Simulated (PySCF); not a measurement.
**Vibration and rotation of KGe**

UHF-CCSD(T) constants of KGe, ⁴Σ⁻ (quartet), unpaired electrons σ ↑, π ↑↑ (PySCF, no relativity, basis sets K pcseg-1, Ge pcseg-1; masses 38.9637 and 73.9212 u):

```
ωe              : 159.1 cm⁻¹
ωexe            : 0.435 cm⁻¹
Be              : 0.067225 cm⁻¹
αe              : 0.000324 cm⁻¹
D (centrifugal) : 4.8e-08 cm⁻¹
De to K + Ge    : 1.43 eV
```

Q: Give the vibrational terms G(v) and spacings up to v = 6.

A: G(v) = ωe(v+½) − ωexe(v+½)².

| v | G(v) (cm⁻¹) | G(v) − G(v−1) | Bv (cm⁻¹) |
| --- | --- | --- | --- |
| 0 | 79.4 |  | 0.06706 |
| 1 | 237.7 | 158.2 | 0.06674 |
| 2 | 395.0 | 157.4 | 0.06641 |
| 3 | 551.5 | 156.5 | 0.06609 |
| 4 | 707.1 | 155.6 | 0.06577 |
| 5 | 861.9 | 154.8 | 0.06544 |
| 6 | 1015.8 | 153.9 | 0.06512 |

Q: How well does the Morse estimate ωe²/(4ωexe) reproduce De, and what is D0?

A: It gives 1.80 eV, 126 % of the computed De. D0 = De − G(0) = 1.43 − 0.01 = 1.42 eV.

Correlated steps freeze 14 core orbitals. Correlated levels converge slowly with the basis: in double zeta they bind strong bonds too weakly, by up to about 1 eV, and carry superposition errors of some tenths. Spin–orbit coupling is left out. The state was picked by a PBE0 search and need not be the measured ground state.
